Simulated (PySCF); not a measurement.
PySCF input file for CH7PSi, SMILES C[SiH2]P, TDA-PBE0/def2-SVPD. Coordinates come from a PBE-D3(BJ)/def2-SVP optimisation. Other conformers were not sampled.

```python
import numpy as np
from pyscf import gto, scf, dft, tdscf

mol = gto.M(
    atom='''
    Si    0.63051319   -0.54257532   -0.00000000
    C    -0.71163159   -1.87588186    0.00000000
    P    -0.15796207    1.60112794   -0.00000000
    H     1.50640298   -0.68002503   -1.21823125
    H     1.50640297   -0.68002503    1.21823125
    H    -1.35523856   -1.78379953   -0.89788554
    H    -0.25812588   -2.88843353   -0.00000000
    H    -1.35523856   -1.78379953    0.89788554
    H    -1.11608358    1.32525460    1.04311423
    H    -1.11608358    1.32525461   -1.04311422
    ''',
    basis='def2-SVPD',
    charge=0,
    spin=0,
    symmetry=True,
    max_memory=1600,
    verbose=4,
)
mf = dft.RKS(mol, xc='pbe0').density_fit(auxbasis='def2-universal-jkfit')
mf.grids.level = 3
mf.conv_tol = 1e-9
mf.max_cycle = 100
mf.kernel()
mf.grids = dft.Grids(mol).set(level=1).build(with_non0tab=True)  # coarser grid for the response kernel
td = tdscf.TDA(mf)
td.singlet = True
td.nstates = 10
td.conv_tol = 1e-4
td.kernel(x0=td.get_init_guess(mf, 15))
td.analyze()
tt = tdscf.TDA(mf)
tt.singlet = False
tt.nstates = 4
tt.conv_tol = 1e-4
tt.kernel(x0=tt.get_init_guess(mf, 9))
tt.analyze(verbose=3)
```

Output:

```
PySCF version 2.14.0

[INPUT] verbose = 4
[INPUT] num. atoms = 10
[INPUT] num. electrons = 42
[INPUT] charge = 0
[INPUT] spin (= nelec alpha-beta = 2S) = 0
[INPUT] symmetry True subgroup None
[INPUT] Mole.unit = angstrom
[INPUT] Symbol           X                Y                Z      unit          X                Y                Z       unit  Magmom
[INPUT]  1 Si     0.630513190000  -0.542575320000   0.000000000000 AA    1.191497247026  -1.025318756748   0.000000000000 Bohr   0.0
[INPUT]  2 C     -0.711631590000  -1.875881860000   0.000000000000 AA   -1.344788806689  -3.544902957440   0.000000000000 Bohr   0.0
[INPUT]  3 P     -0.157962070000   1.601127940000   0.000000000000 AA   -0.298505050369   3.025693296989   0.000000000000 Bohr   0.0
[INPUT]  4 H      1.506402980000  -0.680025030000  -1.218231250000 AA    2.846689065429  -1.285061064549  -2.302123418887 Bohr   0.0
[INPUT]  5 H      1.506402970000  -0.680025030000   1.218231250000 AA    2.846689046531  -1.285061064549   2.302123418887 Bohr   0.0
[INPUT]  6 H     -1.355238560000  -1.783799530000  -0.897885540000 AA   -2.561029711850  -3.370892572828  -1.696757761807 Bohr   0.0
[INPUT]  7 H     -0.258125880000  -2.888433530000   0.000000000000 AA   -0.487787218862  -5.458348300711   0.000000000000 Bohr   0.0
[INPUT]  8 H     -1.355238560000  -1.783799530000   0.897885540000 AA   -2.561029711850  -3.370892572828   1.696757761807 Bohr   0.0
[INPUT]  9 H     -1.116083580000   1.325254600000   1.043114230000 AA   -2.109092298324   2.504368239320   1.971200211337 Bohr   0.0
[INPUT] 10 H     -1.116083580000   1.325254610000  -1.043114220000 AA   -2.109092298324   2.504368258217  -1.971200192439 Bohr   0.0

nuclear repulsion = 148.46440941105
point group symmetry = Cs
symmetry origin: [-6.29908709e-09  8.99869607e-10  4.49934788e-10]
symmetry axis x: [ 1.00000000e+00  9.27656746e-10 -1.79680655e-09]
symmetry axis y: [ 9.27656746e-10 -1.00000000e+00 -3.70864650e-11]
symmetry axis z: [ 1.79680655e-09 -3.70862694e-11  1.00000000e+00]
num. orbitals of irrep A' = 78
num. orbitals of irrep A" = 46
number of shells = 56
number of NR pGTOs = 184
number of NR cGTOs = 124
basis = def2-SVPD
ecp = {}


[settings echo left out]
init E= -672.405112841645
HOMO (A') = -0.291567492254706  LUMO (A') = -0.023103723735586  gap/eV = 7.30527
cycle= 1 E= -672.621008511505  delta_E= -0.216  |g|= 0.266  |ddm|= 3.17
HOMO (A') = -0.253652401906085  LUMO (A') = 0.0162781643990129  gap/eV = 7.34518
cycle= 2 E= -672.617881722791  delta_E= 0.00313  |g|= 0.288  |ddm|= 0.674
HOMO (A') = -0.271116503728069  LUMO (A') = 0.011467829745635  gap/eV = 7.68951
cycle= 3 E= -672.640681337712  delta_E= -0.0228  |g|= 0.0219  |ddm|= 0.306
HOMO (A') = -0.274943861240044  LUMO (A') = 0.0109496146642818  gap/eV = 7.77956
cycle= 4 E= -672.640802487802  delta_E= -0.000121  |g|= 0.0118  |ddm|= 0.058
HOMO (A') = -0.273414809127656  LUMO (A') = 0.0110205334053233  gap/eV = 7.73988
cycle= 5 E= -672.640854366728  delta_E= -5.19e-05  |g|= 0.00109  |ddm|= 0.024
HOMO (A') = -0.273508692873198  LUMO (A') = 0.0110636547068044  gap/eV = 7.74361
cycle= 6 E= -672.640854826584  delta_E= -4.6e-07  |g|= 0.000356  |ddm|= 0.00309
HOMO (A') = -0.27351482576733  LUMO (A') = 0.0110528595711092  gap/eV = 7.74348
cycle= 7 E= -672.640854876724  delta_E= -5.01e-08  |g|= 8.55e-05  |ddm|= 0.00074
HOMO (A') = -0.273504527771447  LUMO (A') = 0.0110553354729284  gap/eV = 7.74327
cycle= 8 E= -672.64085487972  delta_E= -3e-09  |g|= 8.46e-06  |ddm|= 0.000204
HOMO (A') = -0.273506670615476  LUMO (A') = 0.0110545846310668  gap/eV = 7.74331
cycle= 9 E= -672.640854879745  delta_E= -2.54e-11  |g|= 3.63e-06  |ddm|= 2.55e-05
HOMO (A') = -0.273505959074193  LUMO (A') = 0.0110549415114041  gap/eV = 7.74330
Extra cycle  E= -672.640854879744  delta_E= 9.09e-13  |g|= 2.95e-06  |ddm|= 1.28e-05
converged SCF energy = -672.640854879744
tot grids = 35312


******** <class 'pyscf.tdscf.rks.TDA'> for <class 'pyscf.df.df_jk.DFSymAdaptedRKS'> ********
nstates = 10 singlet
deg_eia_thresh = 1.000e-03
wfnsym = None
conv_tol = 0.0001
eigh lindep = 1e-12
eigh level_shift = 0
eigh max_cycle = 100


Excitation energies (eV)
[6.59174665 6.59650701 6.94195105 7.24620816 7.7054886  7.86049878
 8.00444809 8.16539481 8.2946012  8.30503101]

** Singlet excitation energies and oscillator strengths **
Excited State   1:   A"      6.59175 eV    188.09 nm  f=0.0121
      21 -> 23        0.69143
Excited State   2:   A'      6.59651 eV    187.95 nm  f=0.0480
      21 -> 22       -0.66112
      21 -> 24        0.18051
      21 -> 25       -0.14722
Excited State   3:   A'      6.94195 eV    178.60 nm  f=0.0712
      21 -> 22        0.20659
      21 -> 24        0.32455
      21 -> 25       -0.57473
Excited State   4:   A'      7.24621 eV    171.10 nm  f=0.1868
      20 -> 22       -0.16497
      20 -> 24       -0.11520
      21 -> 24       -0.54291
      21 -> 25       -0.34498
Excited State   5:   A"      7.70549 eV    160.90 nm  f=0.0069
      20 -> 23       -0.27468
      21 -> 27       -0.64326
Excited State   6:   A'      7.86050 eV    157.73 nm  f=0.0262
      21 -> 25        0.11189
      21 -> 26        0.67488
      21 -> 28        0.12740
Excited State   7:   A'      8.00445 eV    154.89 nm  f=0.0207
      20 -> 22        0.64078
      20 -> 25        0.14446
      21 -> 28        0.19883
Excited State   8:   A'      8.16539 eV    151.84 nm  f=0.0420
      20 -> 22       -0.12690
      20 -> 24        0.47380
      21 -> 26       -0.11012
      21 -> 28        0.47916
Excited State   9:   A'      8.29460 eV    149.48 nm  f=0.0178
      19 -> 23       -0.13397
      20 -> 24       -0.21977
      20 -> 25       -0.58975
      21 -> 28        0.22295
Excited State  10:   A"      8.30503 eV    149.29 nm  f=0.0696
      19 -> 22        0.18389
      19 -> 24        0.29153
      20 -> 23        0.53464
      21 -> 27       -0.20509

** Transition electric dipole moments (AU) **
state          X           Y           Z        Dip. S.      Osc.
  1         0.0000     -0.0000     -0.2738      0.0749      0.0121
  2         0.4130      0.3561      0.0000      0.2973      0.0480
  3        -0.1197      0.6360      0.0000      0.4188      0.0712
  4         0.1621     -1.0128     -0.0000      1.0521      0.1868
  5        -0.0000      0.0000     -0.1908      0.0364      0.0069
  6         0.2515      0.2700     -0.0000      0.1361      0.0262
  7        -0.0340     -0.3231     -0.0000      0.1056      0.0207
  8         0.4578     -0.0123      0.0000      0.2097      0.0420
  9         0.0135     -0.2955     -0.0000      0.0875      0.0178
 10        -0.0000      0.0000     -0.5850      0.3422      0.0696

** Transition velocity dipole moments (imaginary part, AU) **
state          X           Y           Z        Dip. S.      Osc.
  1         0.0000      0.0000     -0.0200      0.0004      0.0011
  2         0.0626      0.0986      0.0000      0.0136      0.0375
  3         0.0112      0.1375     -0.0000      0.0190      0.0497
  4         0.0009     -0.1746      0.0000      0.0305      0.0763
  5        -0.0000     -0.0000     -0.0301      0.0009      0.0021
  6         0.0510      0.0918     -0.0000      0.0110      0.0255
  7         0.0024     -0.0647     -0.0000      0.0042      0.0095
  8         0.1496     -0.0216      0.0000      0.0228      0.0507
  9        -0.0125     -0.0891     -0.0000      0.0081      0.0177
 10        -0.0000     -0.0000     -0.0793      0.0063      0.0137

** Transition magnetic dipole moments (imaginary part, AU) **
state          X           Y           Z
  1         0.5232     -0.1983      0.0000
  2         0.0000     -0.0000      0.8996
  3         0.0000      0.0000     -0.1399
  4        -0.0000     -0.0000      0.3257
  5         0.9004      0.1619     -0.0000
  6         0.0000     -0.0000      0.1448
  7         0.0000      0.0000     -0.0432
  8         0.0000      0.0000      0.4054
  9        -0.0000     -0.0000      1.3509
 10         0.9767     -0.2669     -0.0000


******** <class 'pyscf.tdscf.rks.TDA'> for <class 'pyscf.df.df_jk.DFSymAdaptedRKS'> ********
nstates = 4 triplet
deg_eia_thresh = 1.000e-03
wfnsym = None
conv_tol = 0.0001
eigh lindep = 1e-12
eigh level_shift = 0
eigh max_cycle = 100


Excitation energies (eV)
[5.62754571 5.63923915 6.32412037 6.66356633]

** Triplet excitation energies and oscillator strengths **
Excited State   1:   A'      5.62755 eV    220.32 nm  f=0.0000
Excited State   2:   A"      5.63924 eV    219.86 nm  f=0.0000
Excited State   3:   A'      6.32412 eV    196.05 nm  f=0.0000
Excited State   4:   A'      6.66357 eV    186.06 nm  f=0.0000
```

The calculation finished and met its thresholds.
